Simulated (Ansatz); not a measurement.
Reaction (atomization): `FC[C@@H](F)[C@H](F)CF` → 4 C• + 4 F• + 6 H•

Program: Ansatz. Geometries: PBE0-D4/def2-TZVP. ΔE: electronic, gas phase. CCSD(T)/CBS is the MP2 limit (def2-TZVPP, def2-QZVPP) plus CCSD(T) − MP2 in def2-TZVPP, frozen cores. This one scheme is used for every species, atoms too. Functionals use def2-TZVPP. B3LYP here is the variant with VWN-RPA as its local correlation; programs differ in this. HSE06 is defined as in plane-wave codes. Open shells (•) are unrestricted, without spin–orbit coupling. Spin–orbit coupling would lower the free atoms: a little for C, F. One conformer a species, not always the lowest.

```json
{"level": "LDA (SPW92)", "ΔE (kcal/mol)": "1569.7", "difference from CCSD(T)/CBS": "237.2"}
{"level": "revPBE-D4", "ΔE (kcal/mol)": "1334.2", "difference from CCSD(T)/CBS": "1.7"}
{"level": "BLYP-D4", "ΔE (kcal/mol)": "1334.0", "difference from CCSD(T)/CBS": "1.5"}
{"level": "r2SCAN-D4", "ΔE (kcal/mol)": "1338.5", "difference from CCSD(T)/CBS": "6.0"}
{"level": "B97M-V", "ΔE (kcal/mol)": "1331.9", "difference from CCSD(T)/CBS": "-0.6"}
{"level": "PBE0-D4", "ΔE (kcal/mol)": "1341.7", "difference from CCSD(T)/CBS": "9.2"}
{"level": "B3LYP-D4", "ΔE (kcal/mol)": "1329.0", "difference from CCSD(T)/CBS": "-3.5"}
{"level": "r2SCANh-D4", "ΔE (kcal/mol)": "1326.8", "difference from CCSD(T)/CBS": "-5.7"}
{"level": "r2SCAN0-D4", "ΔE (kcal/mol)": "1310.0", "difference from CCSD(T)/CBS": "-22.5"}
{"level": "BHLYP-D4", "ΔE (kcal/mol)": "1278.1", "difference from CCSD(T)/CBS": "-54.4"}
{"level": "CAM-B3LYP-D4", "ΔE (kcal/mol)": "1342.7", "difference from CCSD(T)/CBS": "10.2"}
{"level": "ωB97X-V", "ΔE (kcal/mol)": "1337.7", "difference from CCSD(T)/CBS": "5.2"}
{"level": "ωB97M-V", "ΔE (kcal/mol)": "1337.7", "difference from CCSD(T)/CBS": "5.2"}
{"level": "PBE-QIDH", "ΔE (kcal/mol)": "1327.5", "difference from CCSD(T)/CBS": "-5.0"}
{"level": "PBE", "ΔE (kcal/mol)": "1371.3", "difference from CCSD(T)/CBS": "38.8"}
{"level": "revPBE", "ΔE (kcal/mol)": "1313.0", "difference from CCSD(T)/CBS": "-19.5"}
{"level": "BLYP", "ΔE (kcal/mol)": "1320.5", "difference from CCSD(T)/CBS": "-12.0"}
{"level": "r2SCAN", "ΔE (kcal/mol)": "1336.9", "difference from CCSD(T)/CBS": "4.4"}
{"level": "PBE0", "ΔE (kcal/mol)": "1336.7", "difference from CCSD(T)/CBS": "4.2"}
{"level": "B3LYP", "ΔE (kcal/mol)": "1319.4", "difference from CCSD(T)/CBS": "-13.1"}
{"level": "r2SCANh", "ΔE (kcal/mol)": "1325.1", "difference from CCSD(T)/CBS": "-7.4"}
{"level": "r2SCAN0", "ΔE (kcal/mol)": "1308.2", "difference from CCSD(T)/CBS": "-24.3"}
{"level": "HSE06", "ΔE (kcal/mol)": "1338.3", "difference from CCSD(T)/CBS": "5.8"}
{"level": "BHLYP", "ΔE (kcal/mol)": "1271.7", "difference from CCSD(T)/CBS": "-60.8"}
{"level": "CAM-B3LYP", "ΔE (kcal/mol)": "1337.7", "difference from CCSD(T)/CBS": "5.2"}
{"level": "LC-ωPBE", "ΔE (kcal/mol)": "1340.9", "difference from CCSD(T)/CBS": "8.4"}
{"level": "HF/def2-SVP", "ΔE (kcal/mol)": "973.5", "difference from CCSD(T)/CBS": "-359.0"}
{"level": "MP2/def2-SVP", "ΔE (kcal/mol)": "1301.4", "difference from CCSD(T)/CBS": "-31.1"}
{"level": "CCSD/def2-SVP", "ΔE (kcal/mol)": "1259.3", "difference from CCSD(T)/CBS": "-73.2"}
{"level": "CCSD(T)/def2-SVP", "ΔE (kcal/mol)": "1272.8", "difference from CCSD(T)/CBS": "-59.7"}
{"level": "HF/def2-TZVPP", "ΔE (kcal/mol)": "956.6", "difference from CCSD(T)/CBS": "-375.9"}
{"level": "MP2/def2-TZVPP", "ΔE (kcal/mol)": "1335.4", "difference from CCSD(T)/CBS": "2.9"}
{"level": "SCS-MP2/def2-TZVPP", "ΔE (kcal/mol)": "1315.7", "difference from CCSD(T)/CBS": "-16.8"}
{"level": "CCSD/def2-TZVPP", "ΔE (kcal/mol)": "1277.1", "difference from CCSD(T)/CBS": "-55.4"}
{"level": "CCSD(T)/def2-TZVPP", "ΔE (kcal/mol)": "1299.0", "difference from CCSD(T)/CBS": "-33.5"}
{"level": "HF/def2-QZVPP", "ΔE (kcal/mol)": "957.8", "difference from CCSD(T)/CBS": "-374.7"}
{"level": "MP2/def2-QZVPP", "ΔE (kcal/mol)": "1355.0", "difference from CCSD(T)/CBS": "22.5"}
{"level": "HF/CBS(def2)", "ΔE (kcal/mol)": "958.1", "difference from CCSD(T)/CBS": "-374.4"}
{"level": "MP2/CBS(def2)", "ΔE (kcal/mol)": "1368.9", "difference from CCSD(T)/CBS": "36.4"}
{"level": "CCSD/CBS(def2)", "ΔE (kcal/mol)": "1310.6", "difference from CCSD(T)/CBS": "-21.9"}
{"level": "CCSD(T)/CBS", "ΔE (kcal/mol)": "1332.5", "difference from CCSD(T)/CBS": "0"}
```

Largest T1 diagnostic among the species: 0.011.

From r2SCAN to r2SCAN0 (25 % exact exchange), in def2-TZVPP and without D4, ΔE moves by −28.6 kcal/mol: exact exchange takes away binding that semilocal exchange gives to molecules. The D4 term adds +9.6 kcal/mol with B3LYP and +5.1 kcal/mol with PBE0; it sums over pairs of atoms, weighted by their polarisabilities, and B3LYP, whose exchange is more repulsive, gets the larger term. In def2-TZVPP, CCSD(T) changes the Hartree–Fock value by +342.5 kcal/mol (the triples alone add +21.9 kcal/mol) and MP2 by +378.8 kcal/mol; breaking electron pairs costs correlation energy, which Hartree–Fock lacks.

For atomizations the MP2-based limit and the directly extrapolated one differ by several kJ/mol either way, and by 10 to 25 for some Ge, Se and Sn compounds, so smaller differences from it don't rank the levels.
